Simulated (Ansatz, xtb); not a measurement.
Two isomers of C4H4ClNS

Structure a: `Cc1csc(Cl)n1`, a singlet. Structure b: `Cc1scnc1Cl`, a singlet. Both are isolated molecules in the gas phase, relaxed with PBE0-D3(BJ)/def2-SVP.

Energies in hartree; the thermal terms are from GFN2-xTB frequencies at re-optimised GFN2-xTB minima (ideal gas, soft modes damped towards free rotors, one conformer each, 298.15 K, 1 atm) and include the zero-point energy:

```
                               a            b
E, CCSD(T)/def2-SVP  −1065.871651  −1065.872216
    E, MP2/def2-SVP  −1065.787877  −1065.789003
  E, MP2/def2-TZVPP  −1066.568556  −1066.568923
  zero-point energy      0.071516      0.071591
       H(298 K) − E      0.079495      0.079580
       G(298 K) − E      0.039348      0.039391
```

Correct the CCSD(T) difference for the basis set by the MP2 change, then work out ΔE, ΔE₀, ΔH and ΔG for a → b in kcal/mol (1 Eh = 627.51 kcal/mol) and the equilibrium ratio [b]/[a].

1. Differences b − a: CCSD(T) −0.000565, MP2 in the small set −0.001126, MP2 in the large set −0.000367 Eh.
2. ΔE = −0.000565 + (−0.000367 − (−0.001126)) = +0.000194 Eh = +0.12 kcal/mol.
3. ΔE₀ = ΔE + ΔZPE = +0.000194 + (+0.000075) Eh = +0.17 kcal/mol.
4. ΔH = ΔE + (+0.000085) Eh = +0.18 kcal/mol.
5. ΔG = ΔE + (+0.000043) Eh = +0.15 kcal/mol, so ΔS = (ΔH − ΔG)/T = +0.4 J/(mol K).
6. kT = 0.9442 mEh, so K = [b]/[a] = exp(−ΔG/kT) = exp(−0.25) ≈ 0.78.

The two are too close for this level to say which is favoured. An error of 1 kcal/mol in ΔG would change K by a factor of 5.4. Mirror images and further conformers aren't counted.

As drawn, both hold the same kinds of bond in the same numbers.

Other levels gave ΔE = −0.2 (GFN2-xTB); −0.5 (HF/STO-3G, GFN2-xTB geometries); +0.2 (r2SCAN-D4/def2-SVP, GFN2-xTB geometries); −0.5 (PBE0-D3(BJ)/def2-SVP); +0.4 (HF/def2-SVP); −0.7 (MP2/def2-SVP); −0.4 (CCSD(T)/def2-SVP) kcal/mol. The correlated steps freeze 15 core orbitals. Programs: Ansatz 0.2.0, xtb 6.7.1.
